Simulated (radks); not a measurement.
Pt IV, configuration [Xe] 4f14 5d7 (the NIST ground configuration).

Calculated with a radial shooting solver on a logarithmic mesh with Libxc functionals: scalar-relativistic Kohn-Sham, PBE, spin-polarised, spherical densities, finite nucleus; open shells are filled with parallel spins first (spin-orbit coupling, left out, can overturn this in heavy ions); Fermi nuclear charge, rms radius 5.427 fm.

Energy parts (eV):
part                       energy
total                  -500893.20
kinetic                 558352.69
electron-nucleus      -1241847.89
Hartree                 192209.67
exchange-correlation     -9607.67

Orbitals (lengths in bohr, moments of r in powers of bohr; r(max) is where P^2 peaks; r(90%) holds 90 % of the orbital's charge):
| orbital | occ. | eigenvalue (eV) | r(max) | <r> | r(90%) |
|---|---|---|---|---|---|
| 1s down | 1 | -78432.19 | 0.01062 | 0.01715 | 0.0313 |
| 1s up | 1 | -78432.18 | 0.01062 | 0.01715 | 0.0313 |
| 2s up | 1 | -13808.87 | 0.06123 | 0.07236 | 0.112 |
| 2s down | 1 | -13808.65 | 0.06123 | 0.07236 | 0.112 |
| 2p up | 3 | -11975.95 | 0.05059 | 0.06523 | 0.106 |
| 2p down | 3 | -11975.77 | 0.05059 | 0.06523 | 0.106 |
| 3s up | 1 | -3270.818 | 0.1726 | 0.1871 | 0.274 |
| 3s down | 1 | -3270.737 | 0.1726 | 0.1871 | 0.274 |
| 3p up | 3 | -2736.753 | 0.1717 | 0.1882 | 0.281 |
| 3p down | 3 | -2736.661 | 0.1717 | 0.1882 | 0.281 |
| 3d up | 5 | -2156.612 | 0.1398 | 0.1704 | 0.264 |
| 3d down | 5 | -2156.451 | 0.1398 | 0.1704 | 0.264 |
| 4s up | 1 | -730.7373 | 0.3899 | 0.4151 | 0.595 |
| 4s down | 1 | -730.5225 | 0.3899 | 0.4151 | 0.595 |
| 4p up | 3 | -555.5092 | 0.4100 | 0.4419 | 0.641 |
| 4p down | 3 | -555.3105 | 0.4100 | 0.4419 | 0.641 |
| 4d up | 5 | -342.4159 | 0.4181 | 0.4682 | 0.699 |
| 4d down | 5 | -342.1850 | 0.4182 | 0.4681 | 0.699 |
| 5s up | 1 | -137.6382 | 0.8696 | 0.9510 | 1.36 |
| 5s down | 1 | -136.0495 | 0.8671 | 0.9473 | 1.35 |
| 4f up | 7 | -105.6833 | 0.3850 | 0.5163 | 0.834 |
| 4f down | 7 | -105.3328 | 0.3850 | 0.5148 | 0.830 |
| 5p up | 3 | -91.7058 | 0.9773 | 1.094 | 1.58 |
| 5p down | 3 | -89.7224 | 0.9733 | 1.090 | 1.58 |
| 5d up | 5 | -39.7404 | 1.228 | 1.482 | 2.24 |
| 5d down | 2 | -37.4986 | 1.223 | 1.493 | 2.27 |

The highest occupied level is 5d down at -37.499 eV. The spin density at the nucleus is -17.89 e/bohr^3 (1s -0.17, 2s -2.01, 3s 0.08, 4s 2.30, 5s -18.10). The density falls to 0.001 e/bohr^3 at r = 3.33 bohr. Summed over all electrons, <r^2> = 37.45 bohr^2, which gives a Langevin (diamagnetic) susceptibility term of -29.7 x 10^-6 cm^3/mol. The electron density at the nucleus is 2.116e+06 e/bohr^3 (large components only).
